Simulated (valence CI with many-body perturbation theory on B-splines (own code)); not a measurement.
**Energy levels of Re LXII**

Calculated by configuration interaction combined with many-body perturbation theory (CI+MBPT): four valence electrons over a frozen Dirac-Fock core [Ne], radial functions for each j: 11 s, 11 p, 10 d, 8 f, 5 g, 2 h, with the one-electron correlation potential Σ1, the two-electron term Σ2, the three-electron term Σ3, Breit, model QED; selected CI, second order for the rest, scaled by the run's own slope (own B-spline code, finite nucleus).

The last digits are not significant, and no measured levels were compared; by estimate large intervals hold to a few tenths of a per cent, small ones and those within an open d or f shell to about a per cent. Among the levels kept, up to 590 cm⁻¹ of a level comes from second order outside the variational space, and about a tenth of that is noise between levels of different J, which matters for small intervals.

Levels 91 to 135 of 169, with energies above the lowest level, (3s^2 3p1/2^2) J=0. "Leading %" is the weight of the configuration and term that name the level; weights of strongly mixed levels are sums over their largest components and can fall short, so below about 35 % the name and the second component can differ from the true leading terms, or belong to a minority configuration. In the jj column 3d3/2^4 stands for four electrons in 3d with j = 3/2.

| No. | Configuration | Term | J | E (× 10³ cm⁻¹) | Leading % | Leading jj | g |
| --- | --- | --- | --- | --- | --- | --- | --- |
| 91 | 3s 3p 3d2 | 3G° | 3 | 11938 | 43 | 3s 3p1/2 3d3/2 3d5/2 (95 %) | 0.994 |
| 92 | 3s 3p 3d2 | 3G° | 5 | 11945 | 35 | 3s 3p1/2 3d3/2 3d5/2 (97 %) | 1.126 |
| 93 | 3s 3p 3d2 | 3H° | 4 | 11966 | 48 | 3s 3p1/2 3d3/2 3d5/2 (96 %) | 0.935 |
| 94 | 3s 3p 3d2 | 1D° | 2 | 11994 | 24 | 3s 3p1/2 3d3/2 3d5/2 (93 %) | 1.011 |
| 95 | 3s 3p 3d2 | 3D° | 1 | 12049 | 52 | 3s 3p1/2 3d3/2 3d5/2 (89 %) | 0.959 |
| 96 | 3s 3p 3d2 | 3P° | 0 | 12073 | 46 | 3s 3p1/2 3d3/2 3d5/2 (91 %) |  |
| 97 | 3s 3p 3d2 | 5D° | 3 | 12104 | 28 | 3s 3p1/2 3d3/2 3d5/2 (89 %) | 1.286 |
| 98 | 3s 3p 3d2 | 5D° | 2 | 12142 | 23 | 3s 3p1/2 3d3/2 3d5/2 (97 %) | 1.354 |
| 99 | 3s 3p 3d2 | 3F° | 4 | 12157 | 40 | 3s 3p1/2 3d3/2 3d5/2 (88 %) | 1.248 |
| 100 | 3p4 | 1D | 2 | 12191 | 41 | 3p1/2 3p3/2^3 (60 %) | 1.177 |
| 101 | 3p4 | 3P | 1 | 12236 | 81 | 3p1/2 3p3/2^3 (81 %) | 1.449 |
| 102 | 3s 3p 3d2 | 3F° | 2 | 12243 | 23 | 3s 3p1/2 3d3/2 3d5/2 (88 %) | 1.165 |
| 103 | 3s 3p 3d2 | 3G° | 3 | 12257 | 34 | 3s 3p1/2 3d3/2 3d5/2 (94 %) | 0.978 |
| 104 | 3s 3p 3d2 | 3D° | 1 | 12315 | 30 | 3s 3p1/2 3d3/2 3d5/2 (83 %) | 1.058 |
| 105 | 3s 3p2 3d | 5P | 1 | 12395 | 35 | 3s 3p3/2^2 3d3/2 (93 %) | 1.714 |
| 106 | 3s 3p2 3d | 3F | 3 | 12404 | 24 | 3s 3p3/2^2 3d3/2 (94 %) | 1.292 |
| 107 | 3s 3p2 3d | 5D | 2 | 12406 | 19 | 3s 3p3/2^2 3d3/2 (77 %) | 1.321 |
| 108 | 3s 3p2 3d | 3F | 4 | 12469 | 44 | 3s 3p3/2^2 3d3/2 (96 %) | 1.210 |
| 109 | 3s 3p 3d2 | 3F° | 4 | 12567 | 30 | 3s 3p1/2 3d5/2^2 (94 %) | 1.260 |
| 110 | 3p2 3d2 | 3F | 2 | 12658 | 40 | 3p1/2^2 3d3/2^2 (98 %) | 0.751 |
| 111 | 3s 3p 3d2 | 3D° | 2 | 12670 | 25 | 3s 3p1/2 3d5/2^2 (98 %) | 1.331 |
| 112 | 3s 3p2 3d | 3D | 1 | 12670 | 54 | 3s 3p3/2^2 3d3/2 (93 %) | 0.729 |
| 113 | 3s 3p 3d2 | 3G° | 5 | 12683 | 32 | 3s 3p1/2 3d5/2^2 (96 %) | 1.196 |
| 114 | 3s 3p2 3d | 3P | 0 | 12745 | 83 | 3s 3p3/2^2 3d3/2 (84 %) |  |
| 115 | 3s 3p2 3d | 3D | 2 | 12774 | 50 | 3s 3p3/2^2 3d3/2 (93 %) | 1.128 |
| 116 | 3s 3p2 3d | 3F | 3 | 12789 | 34 | 3s 3p3/2^2 3d3/2 (96 %) | 0.999 |
| 117 | 3s 3p 3d2 | 3F° | 3 | 12790 | 27 | 3s 3p1/2 3d5/2^2 (98 %) | 1.217 |
| 118 | 3s 3p 3d2 | 3G° | 4 | 12809 | 30 | 3s 3p1/2 3d5/2^2 (95 %) | 1.066 |
| 119 | 3s 3p2 3d | 3D | 1 | 12843 | 55 | 3s 3p3/2^2 3d3/2 (91 %) | 0.923 |
| 120 | 3s 3p 3d2 | 3D° | 3 | 12844 | 34 | 3s 3p1/2 3d5/2^2 (89 %) | 1.150 |
| 121 | 3p2 3d2 | 3P | 0 | 12866 | 57 | 3p1/2^2 3d3/2^2 (96 %) |  |
| 122 | 3s 3p 3d2 | 3D° | 2 | 12873 | 26 | 3s 3p1/2 3d5/2^2 (92 %) | 1.085 |
| 123 | 3s 3p2 3d | 3F | 2 | 12882 | 27 | 3s 3p3/2^2 3d3/2 (84 %) | 1.032 |
| 124 | 3s 3p 3d2 | 3P° | 1 | 12892 | 33 | 3s 3p1/2 3d5/2^2 (92 %) | 1.231 |
| 125 | 3s 3p 3d2 | 3P° | 0 | 12908 | 77 | 3s 3p1/2 3d5/2^2 (97 %) |  |
| 126 | 3s 3p2 3d | 5F | 5 | 12909 | 60 | 3s 3p3/2^2 3d5/2 (99 %) | 1.306 |
| 127 | 3s 3p2 3d | 3F | 4 | 12947 | 53 | 3s 3p3/2^2 3d5/2 (97 %) | 1.302 |
| 128 | 3s 3p 3d2 | 3P° | 1 | 13054 | 49 | 3s 3p1/2 3d5/2^2 (94 %) | 1.289 |
| 129 | 3s 3p2 3d | 3P | 0 | 13146 | 59 | 3s 3p3/2^2 3d5/2 (83 %) |  |
| 130 | 3s 3p2 3d | 3P | 1 | 13189 | 39 | 3s 3p3/2^2 3d5/2 (95 %) | 1.473 |
| 131 | 3s 3p2 3d | 3D | 3 | 13191 | 44 | 3s 3p3/2^2 3d5/2 (96 %) | 1.214 |
| 132 | 3s 3p2 3d | 3D | 3 | 13332 | 76 | 3s 3p3/2^2 3d5/2 (98 %) | 1.292 |
| 133 | 3s 3p2 3d | 3F | 4 | 13354 | 62 | 3s 3p3/2^2 3d5/2 (98 %) | 1.173 |
| 134 | 3s 3p2 3d | 3D | 2 | 13359 | 31 | 3s 3p3/2^2 3d5/2 (93 %) | 1.262 |
| 135 | 3p2 3d2 | 3F | 3 | 13430 | 25 | 3p1/2^2 3d3/2 3d5/2 (80 %) | 1.104 |
